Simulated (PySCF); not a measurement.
**How methods differ on the excitation energy of Cu**

Cu [Ar] 3d10 4s1 (2S) → Cu [Ar] 3d9 4s1 4p1 (high-spin determinant), as a difference of total energies. Calculation: PySCF 2.14, in x2c-TZVPPall with one added diffuse shell each of s, p, d, f type (7s6p5d3f1g, 80 functions); scalar relativity by spin-free X2C-1e. Correlated levels: valence and next inner shell: [Ne] frozen. The calculations carry no spin-orbit coupling.

```tsv
method	excitation energy (eV)
UHF	2.073
MP2 (valence and next inner shell)	6.263
SCS-MP2 (valence and next inner shell)	5.775
CCSD (valence and next inner shell)	4.669
CCSD(T) (valence and next inner shell)	4.928
```

Q: How much does correlation contribute at CCSD(T) (valence and next inner shell)?

A: 4.928 − (2.073) = 2.855 eV, measured against UHF.

The determinant of the upper state mixes LS terms, which raises its energy above the lowest term, most at the Hartree-Fock and MP2 levels.
